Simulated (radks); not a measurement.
The numbers below are computed, except where a source is named.
Problem. Species: Kr XI. Configuration: [Ne] 3s1 3p6 3d8 4s1 (not the ground configuration). Code: a radial shooting solver on a logarithmic mesh with Libxc functionals. Model: Dirac Kohn-Sham, PBE, spin-unpolarised, spherical densities, finite nucleus; open shells fill j = l - 1/2 first; Fermi nuclear charge, rms radius 4.1884 fm.

Spin-orbit splittings of the eigenvalues, e(l+1/2) - e(l-1/2), with zeta = 2 splitting/(2l+1) and mean radii in bohr:

| shell | occ. | splitting (eV) | zeta (eV) | <r> j=l-1/2 | <r> j=l+1/2 |
|---|---|---|---|---|---|
| 2p | 6 | 53.98 | 35.99 | 0.1571 | 0.1611 |
| 3p | 6 | 8.721 | 5.814 | 0.5099 | 0.5187 |
| 3d | 8 | ? | ? | 0.4993 | 0.5020 |
| 4p | 0 | 1.921 | 1.281 | 1.233 | 1.247 |

Estimate the 3d splitting.

Solution. 1.560 eV (zeta = 0.6241 eV).
